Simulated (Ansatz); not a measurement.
Species: H₃NSi, SMILES `N=[SiH2]` (charge 0, multiplicity 1).

Q: Give a relaxed geometry from r2SCAN-D4/def2-TZVP (Ansatz, a program for electronic structure).

A: the end point of this relaxation (outside a Z-matrix the atoms follow the SMILES, hydrogens last).
Z-matrix (Å, degrees):
```
Si
N 1 1.5989
H 2 1.0143 1 120.33
H 1 1.4759 2 117.72 3 -180.00
H 1 1.4911 4 112.58 2 180.00
```
